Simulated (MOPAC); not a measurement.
Job for MOPAC: PM7 on H2O2Sn (SMILES [OH][Sn][OH]), a point of a bond scan (R = 0.870 Å).

```
PM7 1SCF PRECISE CHARGE=0 THREADS=1
H2O2Sn

Sn    -0.03454460 1    -0.00769178 1     0.37357554 1
O      0.55212536 1     1.44457811 1    -0.84260022 1
H      0.54360719 1     1.20362717 1    -1.67806358 1
O     -0.32443998 1    -1.27376152 1    -1.15356693 1
H     -0.63691352 1    -2.15879840 1    -0.93854698 1
```

Program output:

```
*******************************************************************************
 **                                                                           **
 **                              MOPAC v23.2.5                                **
 **                                                                           **
 *******************************************************************************
 ** MOPAC's Digital Object Identifier: https://doi.org/10.5281/zenodo.6511958 **
 **                                                                           **
 ** Please cite the open-source release paper for use of this MOPAC version:  **
 ** J. E. Moussa and J. J. P. Stewart (2026)                                  **
 ** MOPAC: An open-source semiempirical molecular orbital program             **
 ** J. Open Source Softw., 11(119), 8025, https://doi.org/10.21105/joss.08025 **
 *******************************************************************************

                              PM7 CALCULATION RESULTS

 *******************************************************************************
 *  PM7        - The PM7 Hamiltonian to be used
 *
 *
 *
 *                 CHARGE ON SYSTEM = 0
 *
 *
 *
 *  PRECISE    - TIGHTER CRITERIA TO BE USED
 *  1SCF       - DO 1 SCF AND THEN STOP
 *  THREADS=1  - MULTI-THREADING NOT USED
 *  T=         - A TIME OF 172800.0 SECONDS REQUESTED
 *  DUMP=N     - RESTART FILE WRITTEN EVERY 7200.0 SECONDS REQUESTED
 *******************************************************************************
PM7 1SCF PRECISE CHARGE=0 THREADS=1
 H2O2Sn

   ATOM   CHEMICAL          X               Y               Z
  NUMBER   SYMBOL      (ANGSTROMS)     (ANGSTROMS)     (ANGSTROMS)

     1      Sn         -0.03454460  *  -0.00769178  *   0.37357554  *
     2       O          0.55212536  *   1.44457811  *  -0.84260022  *
     3       H          0.54360719  *   1.20362717  *  -1.67806358  *
     4       O         -0.32443998  *  -1.27376152  *  -1.15356693  *
     5       H         -0.63691352  *  -2.15879840  *  -0.93854698  *



          CARTESIAN COORDINATES

    NO.       ATOM           X           Y           Z

     1        Sn         -0.0345     -0.0077      0.3736
     2         O          0.5521      1.4446     -0.8426
     3         H          0.5436      1.2036     -1.6781
     4         O         -0.3244     -1.2738     -1.1536
     5         H         -0.6369     -2.1588     -0.9385

 General Reference for PM7:
 "Optimization of Parameters for Semiempirical Methods VI: More Modifications to the
 NDDO Approximations and Re-optimization of Parameters", J. J. P. Stewart, J. Mol. Mod., 1:32, 19 (2013)
 https://link.springer.com/article/10.1007/s00894-012-1667-x

           Empirical Formula: H2 O2 Sn  =     5 atoms



      MOLECULAR POINT GROUP   :   Cs


      RHF CALCULATION, NO. OF DOUBLY OCCUPIED LEVELS = 9


 -------------------------------------------------------------------------------
 PM7 1SCF PRECISE CHARGE=0 THREADS=1
 H2O2Sn



     1SCF WAS SPECIFIED, SO BFGS WAS NOT USED
     SCF FIELD WAS ACHIEVED


                              PM7 CALCULATION
                                                       MOPAC v23.2.5 Linux




          FINAL HEAT OF FORMATION =        -79.84792 KCAL/MOL =    -334.08372 KJ/MOL


          COSMO AREA              =        101.13 SQUARE ANGSTROMS
          COSMO VOLUME            =         89.20 CUBIC ANGSTROMS

          IONIZATION POTENTIAL    =         10.454079 EV
          HOMO LUMO ENERGIES (EV) =        -10.454  0.685
          NO. OF FILLED LEVELS    =          9
          MOLECULAR WEIGHT        =        152.7046         POINT GROUP:  Cs

          MOLECULAR DIMENSIONS (Angstroms)

            Atom       Atom       Distance
            H     5    O     2     3.79570
            H     3   Sn     1     2.09152
            O     4    O     2     0.00000


          SCF CALCULATIONS        =          1





   ATOM   CHEMICAL          X               Y               Z
  NUMBER   SYMBOL      (ANGSTROMS)     (ANGSTROMS)     (ANGSTROMS)

     1      Sn         -0.03454460  *  -0.00769178  *   0.37357554  *
     2       O          0.55212536  *   1.44457811  *  -0.84260022  *
     3       H          0.54360719  *   1.20362717  *  -1.67806358  *
     4       O         -0.32443998  *  -1.27376152  *  -1.15356693  *
     5       H         -0.63691352  *  -2.15879840  *  -0.93854698  *

                             CARTESIAN COORDINATES

   1   Sn       -0.034544600    -0.007691780     0.373575540
   2    O        0.552125360     1.444578110    -0.842600220
   3    H        0.543607190     1.203627170    -1.678063580
   4    O       -0.324439980    -1.273761520    -1.153566930
   5    H       -0.636913520    -2.158798400    -0.938546980


           Empirical Formula: H2 O2 Sn  =     5 atoms



      MOLECULAR POINT GROUP   :   Cs


                  EIGENVALUES
 -28.44580 -27.08826 -16.52005 -16.13686 -12.97809 -12.65163 -12.31307 -11.78246
 -10.45408   0.68468   1.70484   1.92158   6.11404   7.15777


              NET ATOMIC CHARGES AND DIPOLE CONTRIBUTIONS

  ATOM NO.   TYPE          CHARGE      No. of ELECS.   s-Pop       p-Pop
    1         Sn           1.010742        2.9893     1.57834     1.41092
    2          O          -0.846623        6.8466     1.76240     5.08422
    3          H           0.353590        0.6464     0.64641
    4          O          -0.880368        6.8804     1.80259     5.07778
    5          H           0.362659        0.6373     0.63734
 DIPOLE           X         Y         Z       TOTAL
 POINT-CHG.    -1.227    -2.242     5.633     6.186
 HYBRID         0.589     0.382    -5.392     5.438
 SUM           -0.639    -1.860     0.241     1.981


          ATOMIC ORBITAL ELECTRON POPULATIONS

     Atom    s        px        py        pz
    1 Sn   1.57834   0.15658   0.36056   0.89378
    2  O   1.76240   1.91195   1.72757   1.44470
    3  H   0.64641
    4  O   1.80259   1.88754   1.47167   1.71857
    5  H   0.63734

 **********************
 *                    *
 * JOB ENDED NORMALLY *
 *                    *
 **********************




 == MOPAC DONE ==
```

The run finished.

Cost: very roughly 0.04 core-seconds.
